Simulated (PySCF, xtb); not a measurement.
4-sulfanylbutanal (C4H8OS), SMILES O=CCCCS. Other conformers were not sampled.

Harmonic wavenumbers (cm⁻¹) from GFN2-xTB (xtb 6.7.1) at its own minimum, in rising order: 58, 64, 98, 134, 233, 256, 421, 509, 678, 740, 797, 862, 886, 1008, 1030, 1066, 1104, 1124, 1183, 1233, 1258, 1277, 1350, 1390, 1436, 1445, 1475, 1797, 2442, 2736, 2938, 2960, 2973, 2987, 2992, 3002.

What does PBE-D3(BJ)/def2-SVP (PySCF 2.14.0) give at its own minimum? (The exact figures need the calculation; the answer reports its results.)

57, 60, 103, 150, 248, 256, 411, 502, 656, 739, 769, 877, 877, 955, 1021, 1039, 1086, 1123, 1175, 1223, 1236, 1280, 1334, 1370, 1381, 1406, 1411, 1803, 2618, 2737, 2945, 2964, 2980, 3013, 3045, 3053. Paired by order, the mean absolute difference is 22 cm⁻¹ and the zero-point energies are 68.5 and 68.5 kcal/mol.
